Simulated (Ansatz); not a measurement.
Two members of one family (Series SnX2), computed with Ansatz in the gas phase; def2 core potentials for Sn, no spin–orbit coupling. Binding counts from free atoms in the multiplicity of their measured ground term, without zero-point energy. The structures are stationary points that may keep the symmetry of their start.

First: Sn(NH2)2 (singlet, charge 0, PBE0-D4/def2-TZVP geometry).

```csv
atom,x (Å),y (Å),z (Å)
Sn1,0.5736,1.0402,0.7269
N2,-0.9974,0.9508,-0.5384
H3,-1.5663,1.7526,-0.7569
H4,-1.3305,0.1256,-1.0132
N5,1.0173,-0.9218,0.5513
H6,1.7820,-1.3530,1.0444
H7,0.5212,-1.5943,-0.0141
```

```tsv
level	HOMO (eV)	LUMO (eV)	gap (eV)	binding per atom (eV)
r2SCAN-D4/def2-TZVPD	-5.65	-1.76	3.89	3.19
r2SCANh-D4/def2-TZVP	-6.06	-1.42	4.64	3.15
PBE0-D4/def2-SVP	-6.35	-0.86	5.50	3.14
PBE0-D4/def2-TZVP	-6.61	-1.11	5.50	3.19
r2SCAN0-D4/def2-TZVP	-6.82	-1.06	5.76	3.10
```

Second: SnMe2 (singlet, charge 0, PBE0-D4/def2-TZVP geometry).

```csv
atom,x (Å),y (Å),z (Å)
Sn1,-1.065,1.096,0.020
C2,0.922,0.907,0.922
H3,1.666,0.780,0.130
H4,0.957,0.007,1.544
H5,1.195,1.771,1.529
C6,-0.950,-0.877,-0.922
H7,-0.847,-1.640,-0.144
H8,-0.053,-0.935,-1.549
H9,-1.825,-1.109,-1.530
```

Question: Estimate the same table for the second.

Answer: 
```
               level  HOMO (eV)  LUMO (eV)  gap (eV)  binding per atom (eV)
r2SCAN-D4/def2-TZVPD      -5.20      -2.93      2.27                   3.52
r2SCANh-D4/def2-TZVP      -5.54      -2.64      2.90                   3.50
    PBE0-D4/def2-SVP      -5.85      -2.25      3.60                   3.52
   PBE0-D4/def2-TZVP      -5.92      -2.30      3.62                   3.52
r2SCAN0-D4/def2-TZVP      -6.07      -2.23      3.83                   3.48
```
